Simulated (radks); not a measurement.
Problem. These are the eigenvalues of the occupied orbitals of an atom or ion with whole-number occupations (eV). Method: scalar-relativistic Kohn-Sham, PBE, spin-polarised, spherical densities, finite nucleus; Fermi nuclear charge, rms radius of each element as measured or else 0.836 A^(1/3) + 0.57 fm; computed with a radial shooting solver on a logarithmic mesh with Libxc functionals.

| orbital | eigenvalue |
|---|---|
| 1s up | -37669.44 |
| 1s down | -37669.43 |
| 2s up | -6301.321 |
| 2s down | -6299.604 |
| 2p up | -5693.865 |
| 2p down | -5692.533 |
| 3s up | -1638.950 |
| 3s down | -1638.116 |
| 3p up | -1444.199 |
| 3p down | -1443.248 |
| 3d up | -1163.587 |
| 3d down | -1162.115 |
| 4s up | -605.2625 |
| 4s down | -599.7712 |
| 4p up | -538.1146 |
| 4p down | -532.6513 |
| 4d up | -439.9175 |

Which element is it, and in what charge state? The configuration may be excited. Open shells, if any, are filled with parallel spins first.

Solution. Z = 56, barium, charge +17: Ba17+ in [Kr] 4d3. The list shows which subshells hold electrons but not how many an open one holds; the 1s level, -1384.3 hartree, gives Z - s = 52.6 by -(Z - s)^2/2, which with screening and relativity narrows Z to a few neighbours, and the depths of the outer levels then fix element, charge and occupations together.
